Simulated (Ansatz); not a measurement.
This geometry of BrH3SSi2 (7 atoms, charge 0, multiplicity 1) is a first-order saddle point.

Level of theory: Ansatz, RKS B3LYP-D4/def2-SVP.

```xyz
7
Properties=species:S:1:pos:R:3
Br -2.591 0.620 -0.127
Si -0.451 0.387 -0.731
Si 1.159 0.423 0.973
S 0.299 -1.602 -0.537
H -0.289 1.002 -2.069
H 0.273 0.091 2.157
H 1.661 -0.990 0.288
```

Which two structures does it join? (They come from a converged band through this point; their orientation in space is the band's.)

Bonds broken: Si3–H7. Bonds formed: S4–H7.

First end point:

```xyz
7
Properties=species:S:1:pos:R:3
Br -2.670 1.027 -0.251
Si -0.612 0.344 -0.799
Si 0.894 -0.212 0.784
S -0.139 -1.729 -0.421
H -0.308 0.835 -2.164
H 0.531 -0.195 2.225
H 2.365 -0.138 0.580
```

Last end point:

```xyz
7
Properties=species:S:1:pos:R:3
Br -2.613 0.419 -0.427
Si -0.382 0.655 -0.402
Si 1.070 0.504 1.422
S 0.545 -1.426 -0.096
H 0.012 1.017 -1.794
H -0.149 0.027 2.210
H 1.579 -1.265 -0.958
```

How far does it lie above each of them?

1.85 eV above the first and 0.72 eV above the second. This is the barrier of this one path; another mechanism may lie lower. The orbitals stay closed-shell, which can raise the energy where a bond breaks towards radicals; this wasn't checked here.

Run time: 2.1 min on 2 threads of Intel(R) Xeon(R) 6975P-C (Granite Rapids), on a shared host, peak memory 0.26 GiB.
